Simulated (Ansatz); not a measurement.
## A reaction path, image by image

AlH3BrF, singlet, from AlH₃BrF ([FH][AlH2][Br]) to AlH₃BrF ([F][AlH2][BrH]); PBE-D4/def2-SVP (Ansatz 0.2.0). Settings:

```yaml
hamiltonian: {xc: pbe, dispersion: d4}
neb:
  images: 5
  climbing: false
  max_iterations: 25
  initial_path: idpp
  max_displacement: 0.05
```

First end:

```
6
angstrom
Al -0.2538 0.2842 -0.5882
Br 1.8161 -0.8000 -0.3539
H -1.3797 -0.5933 -1.2509
H -0.1719 1.8558 -0.5892
H 0.4238 -0.5877 1.4015
F -0.4343 -0.1588 1.3806
```

Second end:

| atom | x (Å) | y (Å) | z (Å) |
| --- | --- | --- | --- |
| Al1 | -0.6803 | 0.4301 | -0.3502 |
| Br2 | 1.7873 | -0.8560 | -0.0942 |
| H3 | -1.3718 | -0.5581 | -1.3694 |
| H4 | -0.1692 | 1.8802 | -0.7106 |
| H5 | 1.3315 | -0.9949 | 1.2517 |
| F6 | -0.8974 | 0.0987 | 1.2726 |

The ends were relaxed with PBE0-D4 in triple zeta, so they are not quite minima here (largest force components 0.78 and 0.83 eV/Å).

Energies along the converged band: It took 9 iterations. Path lengths are measured after rigid turns and shifts between images are taken out.
```
image  path length (Å)  energy (eV)
    0             0.00        0.000
    1             0.26       -0.023
    2             0.52        0.073
    3             0.78        0.105
    4             1.04        0.118
    5             1.30        0.143
    6             1.56        0.189
```
Energies count from the first end.

The images between the ends:
Image 1:
```json
{"atom": "Al1", "x (Å)": "-0.3362", "y (Å)": "0.3071", "z (Å)": "-0.5228"}
{"atom": "Br2", "x (Å)": "1.7972", "y (Å)": "-0.8199", "z (Å)": "-0.2456"}
{"atom": "H3", "x (Å)": "-1.4148", "y (Å)": "-0.5983", "z (Å)": "-1.2566"}
{"atom": "H4", "x (Å)": "-0.1891", "y (Å)": "1.8870", "z (Å)": "-0.5850"}
{"atom": "H5", "x (Å)": "0.5386", "y (Å)": "-0.5969", "z (Å)": "1.2258"}
{"atom": "F6", "x (Å)": "-0.3956", "y (Å)": "-0.1788", "z (Å)": "1.3841"}
```

Image 2:
```json
{"atom": "Al1", "x (Å)": "-0.4384", "y (Å)": "0.3340", "z (Å)": "-0.4358"}
{"atom": "Br2", "x (Å)": "1.7975", "y (Å)": "-0.8482", "z (Å)": "-0.1418"}
{"atom": "H3", "x (Å)": "-1.4164", "y (Å)": "-0.5959", "z (Å)": "-1.2719"}
{"atom": "H4", "x (Å)": "-0.1888", "y (Å)": "1.8933", "z (Å)": "-0.5993"}
{"atom": "H5", "x (Å)": "0.6710", "y (Å)": "-0.6274", "z (Å)": "1.0972"}
{"atom": "F6", "x (Å)": "-0.4248", "y (Å)": "-0.1557", "z (Å)": "1.3515"}
```

Image 3:
```json
{"atom": "Al1", "x (Å)": "-0.5368", "y (Å)": "0.3665", "z (Å)": "-0.3766"}
{"atom": "Br2", "x (Å)": "1.8283", "y (Å)": "-0.8780", "z (Å)": "-0.0876"}
{"atom": "H3", "x (Å)": "-1.4061", "y (Å)": "-0.5943", "z (Å)": "-1.2967"}
{"atom": "H4", "x (Å)": "-0.1785", "y (Å)": "1.8949", "z (Å)": "-0.6241"}
{"atom": "H5", "x (Å)": "0.8293", "y (Å)": "-0.6939", "z (Å)": "1.0545"}
{"atom": "F6", "x (Å)": "-0.5361", "y (Å)": "-0.0951", "z (Å)": "1.3305"}
```

Image 4:
```json
{"atom": "Al1", "x (Å)": "-0.6095", "y (Å)": "0.3977", "z (Å)": "-0.3593"}
{"atom": "Br2", "x (Å)": "1.8517", "y (Å)": "-0.8925", "z (Å)": "-0.0769"}
{"atom": "H3", "x (Å)": "-1.4010", "y (Å)": "-0.5828", "z (Å)": "-1.3309"}
{"atom": "H4", "x (Å)": "-0.1769", "y (Å)": "1.8991", "z (Å)": "-0.6603"}
{"atom": "H5", "x (Å)": "0.9934", "y (Å)": "-0.7904", "z (Å)": "1.1121"}
{"atom": "F6", "x (Å)": "-0.6576", "y (Å)": "-0.0310", "z (Å)": "1.3151"}
```

Image 5:
```json
{"atom": "Al1", "x (Å)": "-0.6538", "y (Å)": "0.4191", "z (Å)": "-0.3578"}
{"atom": "Br2", "x (Å)": "1.8351", "y (Å)": "-0.8805", "z (Å)": "-0.0909"}
{"atom": "H3", "x (Å)": "-1.3953", "y (Å)": "-0.5732", "z (Å)": "-1.3586"}
{"atom": "H4", "x (Å)": "-0.1749", "y (Å)": "1.9012", "z (Å)": "-0.6900"}
{"atom": "H5", "x (Å)": "1.1624", "y (Å)": "-0.8958", "z (Å)": "1.1936"}
{"atom": "F6", "x (Å)": "-0.7735", "y (Å)": "0.0292", "z (Å)": "1.3036"}
```

The band counts as converged below 0.05 eV/Å. The run took about 42 s on 2 CPU threads of an Intel Xeon 6975P-C (shared host).
